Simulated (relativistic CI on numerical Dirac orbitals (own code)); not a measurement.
## Rh3+: L-alpha,beta X-ray emission

Computed with this model: Dirac-Coulomb-Breit CI, separate exchange-only KLI orbitals for each configuration, QED by a radiative potential, valence Slater integrals scaled by 0.9, multiplet model of X-ray emission after core ionisation; configurations [Kr] 4d6 → [He] 2s2 2p5 3s2 3p6 3d10 4s2 4p6 4d6 → [Ar] 3d9 4s2 4p6 4d6; 300 K; Lorentzian 1.4 eV and Gaussian 0.6 eV FWHM. Energies are those of the free ion, without screening or charge transfer. S is read from ⟨S²⟩ = S(S + 1).

Field parameters in Wybourne normalisation: D3d B²₀ = −7Dσ, B⁴₀ = −14Dq − 21Dτ, B⁴₃ = −14√(10/7) Dq. The field is a parameter set, without covalency.

Computed curve for free ion, scaled to 100 at the maximum (points under 2 are left out and the grid is thinned):

```
Energy (eV)  Intensity
     2687.0        2.2
     2687.6        2.7
     2688.0        3.1
     2688.6        3.3
     2689.2        3.2
     2689.6        3.0
     2690.2        3.2
     2690.8        4.2
     2691.2        5.2
     2691.8        6.9
     2692.4        8.1
     2692.8        8.7
     2693.4       10.7
     2694.0       13.5
     2694.4       14.4
     2695.0       14.6
     2695.6       16.1
     2696.2       22.2
     2696.6       30.3
     2697.2       50.4
     2697.8       79.8
     2698.2       97.0
     2698.8       89.4
     2699.4       54.6
     2699.8       36.5
     2700.4       19.7
     2701.0       11.4
     2701.4        8.4
     2702.0        5.7
     2702.6        4.2
     2703.0        3.5
     2703.6        2.7
     2704.2        2.2
     2828.0        2.0
     2828.6        2.8
     2829.2        3.7
     2829.6        4.6
     2830.2        6.5
     2830.8        8.8
     2831.2        9.2
     2831.8        7.4
     2832.4        6.4
     2832.8        6.8
     2833.4        9.0
     2834.0       12.4
     2834.6       17.2
     2835.0       21.3
     2835.6       27.9
     2836.2       32.6
     2836.6       33.0
     2837.2       32.4
     2837.8       28.7
     2838.2       21.6
     2838.8       12.1
     2839.4        7.3
     2839.8        5.5
     2840.4        3.9
     2841.0        3.1
     2841.4        2.7
     2842.0        2.1
```

The ground state has S = 1.99, and the centroid lies at 2744.80 eV.
